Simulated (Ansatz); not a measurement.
Molecule: CH$_{3}$Cd (charge +1, singlet). 
Coordinates optimised at B3LYP-D3(BJ)/def2-TZVP (Ansatz, a program for electronic structure):
SMILES: [CH3][Cd+]
```xyz
5

Cd    -0.2535    -0.1512    -0.2064
C      1.2957     0.7729     1.0550
H      1.7547    -0.0834     1.5369
H      0.7190     1.4180     1.7089
H      1.9194     1.2861     0.3312
```
Charge +1, spin multiplicity 1.

Total electronic energies in hartree. Cores are frozen in the correlated levels unless marked. No spin-orbit coupling. Frozen are the shells of the preceding noble gas and the d and f shells that filled before the atom's block. Past Kr the def2 sets carry scalar-relativistic core potentials. CBS(X,Y): correlation extrapolated as X^-3; Hartree-Fock from the larger set. [CCSD(T)-MP2]/basis is that difference in the basis named.

The Hartree-Fock reference is unstable (checked in the largest basis), which strains HF and MP2. 

```csv
level,program,energy (Eh)
HF/def2-SVP,Ansatz,-206.13585
HF/def2-QZVPPD,Ansatz,-206.22393
RI-HF/def2-TZVPPD,Ansatz,-206.22033
PBE-D3(BJ)/def2-TZVPD,Ansatz + dftd3,-207.34055
BLYP-D4/def2-TZVPD,Ansatz + dftd4,-207.34008
BLYP/def2-TZVPD,Ansatz,-207.33533
revPBE-D3(BJ)/def2-TZVPD,Ansatz + dftd3,-207.44591
r2SCAN/def2-TZVPD,Ansatz,-207.41966
B3LYP/def2-TZVPD,Ansatz,-207.45447
BHLYP-D3(BJ)/def2-TZVPD,Ansatz + dftd3,-207.27884
r2SCAN0/def2-TZVPD,Ansatz,-207.37751
wB97M-V/def2-TZVPD,Ansatz,-207.29566
B2PLYP-D4/def2-TZVPD,Ansatz + dftd4,-207.15937
B2PLYP/def2-TZVPD,Ansatz,-207.15794
RPA@PBE/def2-TZVPP,Ansatz,-207.05281
SCS-MP2/def2-TZVPP,Ansatz,-206.78459
SCS-MP2/def2-QZVPPD,Ansatz,-206.83413
CCSD/def2-SVPD,Ansatz,-206.57192
CCSD/def2-TZVPPD,Ansatz,-206.81390
CCSD(T)/def2-TZVPPD,Ansatz,-206.83646
"RI-MP2/CBS(def2-TZVPP,def2-QZVPP)+[CCSD(T)-MP2]/def2-SVP",Ansatz,-206.9334
"RI-MP2/CBS(def2-TZVPP,def2-QZVPP)+[CCSD(T)-MP2]/def2-QZVPP",Ansatz,-206.9162
"CCSD(T)/CBS(def2-TZVPPD,def2-QZVPPD)",Ansatz,-206.9130
```

Totals of different functionals don't rank their quality; only differences between species are comparable.
